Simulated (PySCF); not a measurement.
C6H14OSSi.
Structure used (GFN2-xTB), in Å, numbered top down from 1:
```
atom  x, y, z in Å
C1    -3.7020   -0.8915   -0.0536
O2    -3.0017    0.2702   -0.3892
Si3   -1.4296    0.3945   -0.7817
S4    -1.2368    2.5021   -1.1089
C5    -0.2250   -0.1176    0.5949
C6     1.1711    0.4454    0.3808
C7     1.9884   -0.1387   -0.7834
C8     3.1917   -0.2939    0.1586
C9     2.2737   -0.0081    1.3562
H10   -4.7453   -0.6179    0.1020
H11   -3.6357   -1.6266   -0.8579
H12   -3.3032   -1.3336    0.8616
H13   -1.1578   -0.3151   -2.0336
H14   -2.5176    2.7313   -1.3393
H15   -0.5983    0.2361    1.5610
H16   -0.1634   -1.2069    0.6610
H17    1.1141    1.5337    0.3194
H18    2.1283    0.5129   -1.6427
H19    1.5956   -1.0944   -1.1254
H20    3.6808   -1.2660    0.1528
H21    3.9419    0.4797    0.0110
H22    2.0020   -0.9095    1.9034
H23    2.6240    0.7408    2.0632
```

NICS = −σ at a ghost point: NICS(0) at the centroid of the ring atoms, NICS(1) 1 Å to either side along the normal of their mean plane, zz for the tensor component along that normal. Level: GIAO PBE0/pcSseg-1 (PySCF, non-relativistic, gas phase) on the GFN2-xTB geometry, one conformer.

Ring bond lengths (Å), with Mayer bond orders in brackets: C6–C7 1.538 (1.00), C7–C8 1.536 (1.05), C8–C9 1.536 (1.05), C9–C6 1.540 (1.00).

Problem. Give the NICS values of each ring in ppm.

Solution. 
```
       ring                                            type  NICS(0)  NICS(1), two faces  NICS(1)zz, two faces  rms pucker (Å)  centre to ring atoms, mean (Å)
C6–C7–C8–C9  4-membered carbocycle; formal bonds all single      0.4         -0.2 / -0.2             4.3 / 5.7            0.08                            1.08
```

Problem. What do they say, and how far can they be read as aromaticity?

Solution. 
- C6–C7–C8–C9: mean NICS(1)zz 5.0 ppm, deshielded. C6, C7, C8, C9 have four or more neighbours, so the value isn't read as a sign of a π ring current.

Problem. List the ring angles and the Hirshfeld charges of the ring atoms.

Solution. 
- C6–C7–C8–C9: C6 89.3° (-0.023 e), C7 89.4° (-0.075 e), C8 89.5° (-0.071 e), C9 89.4° (-0.072 e); sum 357.6° against 360° for a flat convex ring.

Problem. How shielded are the nuclei of the rings and their hydrogens (means over atoms taken as equivalent)?

Solution. 
| atoms | environment | σ isotropic (ppm) |
| --- | --- | --- |
| C6 | four-membered-ring carbon | 157.5 |
| C7 | four-membered-ring carbon | 157.8 |
| C8 | four-membered-ring carbon | 169.8 |
| C9 | four-membered-ring carbon | 154.1 |
| H17 | methine hydrogen | 29.25 |
| H18 | methylene hydrogen | 29.61 |
| H19 | methylene hydrogen | 30.21 |
| H20 | methylene hydrogen | 29.88 |
| H21 | methylene hydrogen | 29.74 |
| H22 | methylene hydrogen | 30.02 |
| H23 | methylene hydrogen | 29.37 |

Hardware: Intel Xeon at 2.50 GHz, one thread (shared host). Cost: 3.2 min (grids of density and orbitals included), 1.1 GiB resident at most. This is the whole shielding run at PBE0/pcSseg-1, SCF included.
